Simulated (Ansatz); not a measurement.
```xyz
2

N     0.0248    0.0418   -0.6210
O     0.0365   -0.0319    0.5208
```

Basis set: 6-31G (spherical functions). Frozen core: 2 orbitals. Charge 0, multiplicity 2.

Computed with Ansatz (development build ahead of 0.2.0); each method stands on the lowest determinant of its kind that the runs found.

(1) Give the atomization energy at this shape (free ground-state atoms in the same class of orbitals less the molecule, no zero-point energy) of doublet NO by UHF-MP2, UHF.

Answers

(1)

```
 method  atomization energy
UHF-MP2             4.02 eV
    UHF             0.23 eV
```

This basis has no polarisation functions and is too small for such energies, which can lie far from measured ones in either direction.
